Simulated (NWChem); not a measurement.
System: CH6F2N2Si; SMILES NC[Si](N)(F)F

NWChem printed, in part:

```
             Northwest Computational Chemistry Package (NWChem) 7.3.0
             --------------------------------------------------------

 C1  symmetry detected

                             Geometry "geometry" -> ""
                             -------------------------

 Output coordinates in angstroms (scale by  1.889725989 to convert to a.u.)

  No.       Tag          Charge          X              Y              Z
 ---- ---------------- ---------- -------------- -------------- --------------
    1 N                    7.0000     0.02011890    -2.39770250     0.08274982
    2 C                    6.0000     0.82448999    -1.23356352    -0.35510128
    3 Si                  14.0000     0.02462345     0.42813922    -0.02382206
    4 N                    7.0000    -1.46661297     0.57197752    -0.85560293
    5 F                    9.0000     1.07824848     1.61100528    -0.34310786
    6 F                    9.0000    -0.33476045     0.58590671     1.53878672
    7 H                    1.0000    -0.91629182    -2.32366623    -0.31407372
    8 H                    1.0000    -0.10807369    -2.35495490     1.09316639
    9 H                    1.0000     1.80552277    -1.28762928     0.13264035
   10 H                    1.0000     1.03345779    -1.34308151    -1.42846622
   11 H                    1.0000    -1.49605289     0.52047853    -1.86689519
   12 H                    1.0000    -2.17616413     1.20415238    -0.50339298

 Effective nuclear repulsion energy (a.u.)     336.0184324579

  xc_inp: hfexch multiplicative factor not found.

                                 NWChem DFT Module
                                 -----------------

 Summary of "ao basis" -> "ao basis" (spherical)
 ------------------------------------------------------------------------------
       Tag                 Description            Shells   Functions and Types
 ---------------- ------------------------------  ------  ---------------------
 N                         def2-tzvp                11       31   5s3p2d1f
 C                         def2-tzvp                11       31   5s3p2d1f
 Si                        def2-tzvp                13       37   5s5p2d1f
 F                         def2-tzvp                11       31   5s3p2d1f
 H                         def2-tzvp                 4        6   3s1p

            General Information
            -------------------
          SCF calculation type: DFT
          Wavefunction type:  closed shell.
          No. of atoms     :    12
          No. of electrons :    58
           Alpha electrons :    29
            Beta electrons :    29
          Charge           :     0
          Spin multiplicity:     1
          Use of symmetry is: off; symmetry adaption is: off
          Maximum number of iterations: 150
          AO basis - number of functions:   228
                     number of shells:    92
          Convergence on energy requested:  1.00D-06
          Convergence on density requested:  1.00D-05
          Convergence on gradient requested:  5.00D-04

              XC Information
              --------------
                     Hartree-Fock (Exact) Exchange  1.000

      Superposition of Atomic Density Guess
      -------------------------------------

 Sum of atomic energies:        -636.96485428

      Non-variational initial energy
      ------------------------------

 Total energy =    -639.370883
 1-e energy   =   -1548.175335
 2-e energy   =     572.786019
 HOMO         =      -0.297867
 LUMO         =       0.033596

------------------------------------------------------------
EAF file 0: "./job.aoints.0" size=998244352 bytes
------------------------------------------------------------
               write      read    awrite     aread      wait
               -----      ----    ------     -----      ----
     calls:     1904         0         0         0         0
   data(b): 9.98e+08  0.00e+00  0.00e+00  0.00e+00
   time(s): 0.00e+00  0.00e+00  0.00e+00  0.00e+00  0.00e+00
rate(mb/s): 0.00e+00  0.00e+00
------------------------------------------------------------

     ---------------------------------------------
      Total Density - Mulliken Population Analysis
     ---------------------------------------------

    Atom       Charge   Shell Charges
 -----------   ------   -------------------------------------------------------
    1 N    7     7.70   0.82  1.16  0.58  0.83  0.18  1.54  1.81  0.74  0.01  0.03  0.00
    2 C    6     6.39   0.86  1.12  0.54  0.67  0.13  1.18  1.39  0.42  0.02  0.06  0.00
    3 Si  14    12.57   2.00  0.59  1.39  0.74  0.24  4.10  1.73  0.47  0.65  0.14  0.23  0.18  0.11
    4 N    7     7.93   0.82  1.16  0.57  0.81  0.17  1.63  1.92  0.84  0.00  0.01  0.00
    5 F    9     9.52   0.77  1.20  0.61  1.01  0.31  2.37  2.36  0.88  0.00  0.01  0.00
    6 F    9     9.51   0.77  1.20  0.61  1.01  0.31  2.37  2.36  0.88  0.00  0.01  0.00
    7 H    1     0.70   0.23  0.35  0.09  0.03
    8 H    1     0.69   0.23  0.35  0.08  0.03
    9 H    1     0.83   0.24  0.45  0.12  0.02
   10 H    1     0.83   0.24  0.44  0.12  0.02
   11 H    1     0.67   0.22  0.34  0.08  0.04
   12 H    1     0.67   0.22  0.34  0.08  0.04

   convergence    iter        energy       DeltaE   RMS-Dens  Diis-err
 ---------------- ----- ----------------- --------- --------- ---------
 d= 0,ls=0.0,diis     1   -638.3085460605 -9.74D+02  2.45D-03  9.73D-01
 d= 0,ls=0.0,diis     2   -638.3920781237 -8.35D-02  8.25D-04  2.95D-01
 d= 0,ls=0.0,diis     3   -638.4142603890 -2.22D-02  3.08D-04  7.50D-03
 d= 0,ls=0.0,diis     4   -638.4154600755 -1.20D-03  7.91D-05  3.14D-04
 d= 0,ls=0.0,diis     5   -638.4155210239 -6.09D-05  2.50D-05  4.60D-05
  Resetting Diis
 d= 0,ls=0.0,diis     6   -638.4155286790 -7.66D-06  1.17D-05  3.52D-06
 d= 0,ls=0.0,diis     7   -638.4155297973 -1.12D-06  2.97D-06  3.03D-07
 d= 0,ls=0.0,diis     8   -638.4155299055 -1.08D-07  1.80D-06  7.83D-08

         Total DFT energy =     -638.415529905460
      One electron energy =    -1553.205603735377
           Coulomb energy =      640.107059505534
    Exchange-Corr. energy =      -61.335418133533
 Nuclear repulsion energy =      336.018432457916

 Numeric. integr. density =        0.000000000000

                       DFT Final Molecular Orbital Analysis
                       ------------------------------------

 Vector   27  Occ=2.000000D+00  E=-5.284792D-01
              MO Center=  6.8D-01, -1.4D+00, -2.5D-01, r^2= 2.3D+00
   Bfn.  Coefficient  Atom+Function         Bfn.  Coefficient  Atom+Function
  ----- ------------  ---------------      ----- ------------  ---------------
   206      0.214115   9 H  s                39      0.189493   2 C  pz
    37      0.175244   2 C  px               42      0.160474   2 C  pz
     8     -0.157528   1 N  pz              212     -0.156022  10 H  s
    40      0.153906   2 C  px              205      0.136776   9 H  s
    11     -0.135230   1 N  pz              200     -0.125370   8 H  s

 Vector   28  Occ=2.000000D+00  E=-4.447273D-01
              MO Center= -1.4D+00,  5.0D-01, -7.9D-01, r^2= 1.3D+00
   Bfn.  Coefficient  Atom+Function         Bfn.  Coefficient  Atom+Function
  ----- ------------  ---------------      ----- ------------  ---------------
   106      0.340982   4 N  py              109      0.329042   4 N  py
   112      0.278525   4 N  py              105      0.169588   4 N  px
   108      0.164517   4 N  px              111      0.147665   4 N  px
   103     -0.091523   4 N  s               107     -0.084489   4 N  pz
   110     -0.080605   4 N  pz              136      0.074986   5 F  px

 Vector   29  Occ=2.000000D+00  E=-3.856100D-01
              MO Center=  2.6D-01, -1.9D+00, -7.5D-02, r^2= 2.2D+00
   Bfn.  Coefficient  Atom+Function         Bfn.  Coefficient  Atom+Function
  ----- ------------  ---------------      ----- ------------  ---------------
     7      0.292346   1 N  py               13      0.287053   1 N  py
    10      0.273192   1 N  py               36     -0.173006   2 C  s
    66     -0.170864   3 Si s                 4     -0.160080   1 N  s
    38     -0.160539   2 C  py               41     -0.156467   2 C  py
     6     -0.150106   1 N  px                9     -0.136685   1 N  px

 Vector   30  Occ=0.000000D+00  E= 1.127203D-01
              MO Center= -1.2D+00,  1.8D-01, -1.2D+00, r^2= 7.6D+00
   Bfn.  Coefficient  Atom+Function         Bfn.  Coefficient  Atom+Function
  ----- ------------  ---------------      ----- ------------  ---------------
   104      1.782134   4 N  s                36      1.653271   2 C  s
   219     -1.267044  11 H  s               213     -1.072805  10 H  s
   225     -0.957944  12 H  s               207     -0.737526   9 H  s
   195     -0.675988   7 H  s                 5      0.544987   1 N  s
    67     -0.456267   3 Si s               201     -0.407080   8 H  s

 Vector   31  Occ=0.000000D+00  E= 1.489570D-01
              MO Center= -3.1D-01, -1.3D+00,  4.8D-01, r^2= 8.0D+00
   Bfn.  Coefficient  Atom+Function         Bfn.  Coefficient  Atom+Function
  ----- ------------  ---------------      ----- ------------  ---------------
     5      1.813501   1 N  s               201     -1.333259   8 H  s
   104     -1.084399   4 N  s                36      1.074940   2 C  s
   207     -0.764993   9 H  s               195     -0.696388   7 H  s
    82     -0.619772   3 Si pz              219      0.529443  11 H  s
   225      0.436817  12 H  s                81      0.426255   3 Si py

 Vector   32  Occ=0.000000D+00  E= 1.579803D-01
              MO Center=  3.7D-01,  2.9D-02, -5.3D-01, r^2= 9.9D+00
   Bfn.  Coefficient  Atom+Function         Bfn.  Coefficient  Atom+Function
  ----- ------------  ---------------      ----- ------------  ---------------
    36      5.416049   2 C  s               213     -2.027415  10 H  s
   207     -1.688509   9 H  s                67     -1.553290   3 Si s
    80     -1.285421   3 Si px              104     -0.986470   4 N  s
    81      0.968278   3 Si py                5     -0.941970   1 N  s
   225      0.796701  12 H  s               113     -0.456874   4 N  pz

------------------------------------------------------------
EAF file 0: "./job.aoints.0" size=1621098496 bytes
------------------------------------------------------------
               write      read    awrite     aread      wait
               -----      ----    ------     -----      ----
     calls:     3092         7         0     21637     21637
   data(b): 1.62e+09  3.67e+06  0.00e+00  1.13e+10
   time(s): 0.00e+00  0.00e+00  0.00e+00  0.00e+00  0.00e+00
rate(mb/s): 0.00e+00  0.00e+00
------------------------------------------------------------

     ---------------------------------------------
      Total Density - Mulliken Population Analysis
     ---------------------------------------------

    Atom       Charge   Shell Charges
 -----------   ------   -------------------------------------------------------
    1 N    7     7.54   0.82  1.16  0.52  0.86  0.18  1.47  1.73  0.75  0.01  0.04  0.00
    2 C    6     6.26   0.85  1.12  0.46  0.68  0.06  1.22  1.42  0.33  0.02  0.08  0.01
    3 Si  14    12.83   2.00  0.58  1.39  0.70  0.15  4.12  1.73  0.53  0.77  0.10  0.33  0.27  0.16
    4 N    7     7.75   0.82  1.16  0.50  0.83  0.19  1.52  1.83  0.89  0.00  0.02  0.00
    5 F    9     9.41   0.77  1.20  0.59  1.01  0.35  2.24  2.30  0.94  0.00  0.01  0.00
    6 F    9     9.42   0.77  1.20  0.59  1.01  0.35  2.24  2.31  0.94  0.00  0.01  0.00
    7 H    1     0.77   0.26  0.42  0.06  0.04
    8 H    1     0.77   0.26  0.42  0.06  0.04
    9 H    1     0.88   0.26  0.49  0.10  0.02
   10 H    1     0.89   0.26  0.50  0.10  0.02
   11 H    1     0.74   0.26  0.40  0.05  0.04
   12 H    1     0.74   0.25  0.40  0.05  0.04

     -------------------------------------------
      Total Density - Lowdin Population Analysis
     -------------------------------------------

    Atom       Charge   Shell Charges
 -----------   ------   -------------------------------------------------------
    1 N    7     7.19   0.89  1.07  0.44  0.47  0.24  1.33  1.70  0.89  0.01  0.14  0.01
    2 C    6     6.41   0.91  1.04  0.35  0.35  0.18  1.09  1.45  0.61  0.03  0.35  0.04
    3 Si  14    13.93   2.00  0.84  1.08  0.39  0.21  3.85  1.88  0.63  0.84  0.36  0.40  0.92  0.55
    4 N    7     7.26   0.89  1.07  0.43  0.46  0.24  1.38  1.76  0.97  0.00  0.06  0.00
    5 F    9     9.05   0.86  1.10  0.59  0.72  0.38  2.13  2.25  1.00  0.00  0.01  0.00
    6 F    9     9.04   0.86  1.10  0.59  0.72  0.38  2.13  2.25  1.00  0.00  0.01  0.00
    7 H    1     0.85   0.26  0.36  0.13  0.11
    8 H    1     0.85   0.26  0.36  0.12  0.11
    9 H    1     0.87   0.26  0.40  0.15  0.06
   10 H    1     0.87   0.25  0.40  0.16  0.06
   11 H    1     0.84   0.25  0.35  0.12  0.11
   12 H    1     0.84   0.25  0.35  0.12  0.11

     Multipole analysis of the density
     ---------------------------------

     L   x y z        total         alpha         beta         nuclear
     -   - - -        -----         -----         ----         -------
     0   0 0 0     -0.000000    -29.000000    -29.000000     58.000000

     1   1 0 0     -0.681735     -0.340868     -0.340868      0.000000
     1   0 1 0      0.087974      0.043987      0.043987      0.000000
     1   0 0 1     -0.629582     -0.314791     -0.314791     -0.000000

     2   2 0 0    -29.200286    -90.970820    -90.970820    152.741353
     2   1 1 0     -1.925530      4.437573      4.437573    -10.800676
     2   1 0 1      1.938643     -2.398598     -2.398598      6.735839
     2   0 2 0    -36.844967   -191.270683   -191.270683    345.696398
     2   0 1 1     -1.693487      0.696354      0.696354     -3.086195
     2   0 0 2    -29.381641    -77.894388    -77.894388    126.407136
```

Level: Hartree-Fock/def2-TZVP. All runs use the structure optimised with B3LYP/6-31G* (spherical d).

**Question.** Reconstruct the input file.

**Answer.** One answer among several that fit: the input that was run:
```
start job
memory heap 200 mb stack 900 mb global 1100 mb
geometry units angstroms noautoz
  N      0.013797    -2.410546     0.144964
  C      0.743813    -1.268886    -0.453062
  Si     0.022231     0.411029    -0.043192
  N     -1.584612     0.550328    -0.621972
  F      1.017776     1.571593    -0.565899
  F     -0.073338     0.616101     1.551990
  H     -0.974639    -2.335904    -0.094281
  H      0.054311    -2.338468     1.161018
  H      1.791404    -1.321618    -0.132106
  H      0.772076    -1.410430    -1.542530
  H     -1.780807     0.471422    -1.612685
  H     -2.221523     1.200644    -0.176334
end
basis spherical
  * library def2-tzvp
end
dft
  xc hfexch
  iterations 150
  semidirect filesize 400000000
  mulliken
end
task dft energy
```
